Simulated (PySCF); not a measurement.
# Structure elucidation problem

Molecular formula: CH7F3NPSi2. Simulated spectra:

¹H NMR (400 MHz, computed): δ 3.59 (m, 3H), 1.33 (m, 2H), 0.54 (br s, 2H).

¹³C{¹H} NMR (computed): δ 140.5 (C).

How the numbers were obtained: coordinates at the GFN2-xTB level, NMR shieldings at PBE0/pcSseg-1/GIAO, in PySCF 2.14.0 with density-fitted response routines (non-relativistic Hamiltonian, equivalent nuclei averaged, gas phase, single conformer).

Scale: ¹H (σref 31.72), ¹³C (σref 186.93) vs TMS (reference shieldings calculated alike).

**Question.** Choose the structure that fits.
A. FC(F)(F)[Si@H](P)N[SiH3]
B. N[Si@]([SiH3])(P)C(F)(F)F
C. N[SiH2][Si@@H](P)C(F)(F)F

**Answer.** B. 

- Carbon types of the structure: 1 × C, leaving 7 H on heteroatoms.
- δC 140.5: CF3 carbon; 3 electronegative neighbours deshield it.
- δH 3.59: hydrogen on a silicon bonded to Si.
- δH 1.33: hydrogen on a phosphorus bonded to Si.
- δH 0.54: hydrogen on a nitrogen bonded to Si; exchangeable, gas-phase position.

The others: FC(F)(F)[Si@H](P)N[SiH3] would give 3 signals for carbon-bound and other non-exchanging H, not 2; N[SiH2][Si@@H](P)C(F)(F)F would give 4 signals for carbon-bound and other non-exchanging H, not 2.

The OH or NH signal is concentration- and solvent-dependent in practice; the value given is the gas-phase one. Splittings by ¹⁹F and ³¹P in the carbon and heteronuclear signals aren't shown, as no couplings were computed. Shifts are as computed. Against solution values, carbons near 30 ppm lie about +3 ppm off and those near 130 ppm about +5 ppm. Of 1211 compounds with measured shifts, 218 miss one by over three times the rms of a fit or turn the order of signals round; such compounds aren't used in these exercises. Multiplicities follow the n + 1 count of equivalent neighbours, as no J values were calculated; m marks all less simple cases, F and P coupling included.
